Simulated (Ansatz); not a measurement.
`CC[SiH](C)C[SiH](C)C[SiH](C)C[SiH](C)C` was relaxed with PBE-D4 (def2-SVP) in Ansatz in these states: charge +1 doublet, neutral singlet. The geometries follow in no particular order.

A:

Cartesian coordinates in Å:
```
C -1.424 -2.308 4.942
C -0.453 -3.296 4.283
Si -0.442 -3.253 2.380
C -2.135 -3.751 1.694
C 0.020 -1.522 1.751
Si 0.434 -1.397 -0.095
C 2.061 -2.292 -0.454
C 0.557 0.414 -0.645
Si 0.644 0.705 -2.517
C -1.036 0.332 -3.302
C 1.173 2.480 -2.929
Si 0.188 3.885 -2.121
C 0.409 5.490 -3.103
C 0.747 4.154 -0.331
H -1.190 -1.259 4.666
H -2.474 -2.498 4.636
H -1.393 -2.368 6.050
H -0.685 -4.339 4.594
H 0.588 -3.108 4.629
H 0.590 -4.249 1.902
H -2.420 -4.768 2.033
H -2.922 -3.045 2.032
H -2.132 -3.747 0.585
H -0.824 -0.834 1.978
H 0.897 -1.148 2.325
H -0.673 -2.063 -0.882
H 2.893 -1.824 0.112
H 2.313 -2.245 -1.532
H 2.004 -3.358 -0.155
H -0.324 0.969 -0.251
H 1.455 0.857 -0.160
H 1.669 -0.240 -3.106
H -1.811 1.024 -2.915
H -0.995 0.446 -4.405
H -1.356 -0.706 -3.077
H 1.110 2.595 -4.034
H 2.246 2.611 -2.664
H -1.282 3.529 -2.117
H -0.163 6.322 -2.644
H 1.478 5.786 -3.134
H 0.058 5.372 -4.148
H 1.828 4.404 -0.294
H 0.584 3.251 0.289
H 0.189 4.994 0.132
```

B:

```xyz
44

C     0.466   -0.312    5.648
C     1.523   -1.190    5.003
Si    1.045   -2.003    3.313
C    -0.540   -2.997    3.435
C     0.853   -0.511    2.118
Si    0.850   -1.168    0.312
C     2.547   -1.744   -0.232
C     0.286    0.387   -0.668
Si   -0.394   -0.297   -2.335
C    -2.214   -0.715   -2.151
C     0.008    1.034   -3.651
Si   -1.351    2.364   -3.847
C    -0.781    3.522   -5.235
C    -1.588    3.294   -2.225
H     0.286    0.620    5.074
H    -0.503   -0.836    5.775
H     0.795    0.001    6.664
H     1.731   -2.111    5.600
H     2.490   -0.666    4.851
H     2.198   -2.857    2.866
H    -0.436   -3.790    4.204
H    -1.402   -2.358    3.716
H    -0.777   -3.499    2.475
H    -0.092    0.016    2.364
H     1.693    0.208    2.222
H    -0.184   -2.252    0.188
H     3.300   -0.942   -0.093
H     2.539   -2.034   -1.302
H     2.872   -2.628    0.351
H    -0.510    0.954   -0.147
H     1.168    1.048   -0.795
H     0.372   -1.546   -2.691
H    -2.814    0.161   -1.833
H    -2.619   -1.072   -3.120
H    -2.356   -1.526   -1.409
H     0.158    0.460   -4.594
H     0.976    1.528   -3.421
H    -2.628    1.672   -4.240
H    -1.573    4.284   -5.398
H     0.159    4.039   -4.959
H    -0.624    2.969   -6.181
H    -0.632    3.731   -1.871
H    -1.988    2.635   -1.427
H    -2.311    4.125   -2.354
```

Problem. Judge from the bond lengths which geometry belongs to which state (an estimate).

Solution. A is the neutral singlet (C2–Si3 1.904 Å, C8–Si9 1.897 Å, Si6–C8 1.897 Å); B is the charge +1 doublet (C2–Si3 1.935 Å, C8–Si9 1.926 Å, Si6–C8 1.922 Å).
